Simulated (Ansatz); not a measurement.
```yaml
crystal:
  periodic: [false, false, false]
  atoms:
    - {symbol: B, position_ang: [-0.518277, -1.049475, -0.273493]}
    - {symbol: O, position_ang: [0.613081, -0.992536, 0.356370]}
    - {symbol: Ge, position_ang: [0.028378, 0.870209, -0.018976]}
    - {symbol: H, position_ang: [-1.275373, -1.875261, -0.674207]}
    - {symbol: H, position_ang: [1.206653, 1.462780, -0.810278]}
    - {symbol: D, position_ang: [-0.012362, 1.520284, 1.374386]}
basis:
  gaussian: {orbitals: cc-pVTZ-DK}
hamiltonian: {xc: {name: B3LYP}, dispersion: d3bjatm, pseudopotentials: {relativity: none}}
```

```sh
$ ansatz run in.yaml --threads 2 --pin off --events-out ev --progress --plain --max-ram 4352MiB
```

Shortened log:

```
Error: YAML parse error: error: line 9 column 16: `D` is not an element symbol (H … Og, case-exact)
 7 |     - {symbol: H, position_ang: [-1.275373, -1.875261, -0.674207]}
 8 |     - {symbol: H, position_ang: [1.206653, 1.462780, -0.810278]}
 9 |     - {symbol: D, position_ang: [-0.012362, 1.520284, 1.374386]}
10 | basis:
11 |   gaussian: {orbitals: cc-pVTZ-DK}
```

In this input an element symbol is wrong. The input was rejected before any iteration.
